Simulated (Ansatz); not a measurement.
Start from `[Cl][SnH2][Si](Cl)(Cl)Cl` and change one atom or group to get `N[Si](Cl)(Cl)Cl`.

Ansatz, PBE0-D4/def2-TZVP geometries, multiplicity 1. Each molecule was computed in one conformer, which needn't be the lowest.

Elements past krypton have def2 core potentials.

| property | `[Cl][SnH2][Si](Cl)(Cl)Cl` |
| --- | --- |
| HOMO–LUMO gap (ωB97M-V/def2-TZVPP) / eV | 10.55 |
| HOMO energy (PBE/def2-TZVPP) / eV | -7.07 |
| LUMO energy (PBE0/def2-TZVPP) / eV | -1.45 |
| LUMO energy (B3LYP/def2-TZVPP) / eV | -1.65 |
| LUMO energy (ωB97M-V/def2-TZVPP) / eV | 0.30 |
| HOMO–LUMO gap (PBE0/def2-TZVPP) / eV | 6.80 |

Problem. What does the change do to each property? (An estimate is asked.)

Solution. Ansatz gave: 
| property | `N[Si](Cl)(Cl)Cl` | shift |
| --- | --- | --- |
| HOMO–LUMO gap (ωB97M-V/def2-TZVPP) / eV | 12.66 | 2.11 |
| HOMO energy (PBE/def2-TZVPP) / eV | -6.86 | 0.21 |
| LUMO energy (PBE0/def2-TZVPP) / eV | 0.23 | 1.68 |
| LUMO energy (B3LYP/def2-TZVPP) / eV | -0.07 | 1.58 |
| LUMO energy (ωB97M-V/def2-TZVPP) / eV | 1.98 | 1.68 |
| HOMO–LUMO gap (PBE0/def2-TZVPP) / eV | 8.58 | 1.78 |

With PBE0 the HOMO falls by 0.09 eV and the LUMO rises by 1.68 eV, so the gap widens by about 1.77 eV. PBE moves the HOMO by 0.21 eV and ωB97M-V by -0.44 eV.

B3LYP here is the variant with VWN-RPA as its local correlation; programs differ in this.
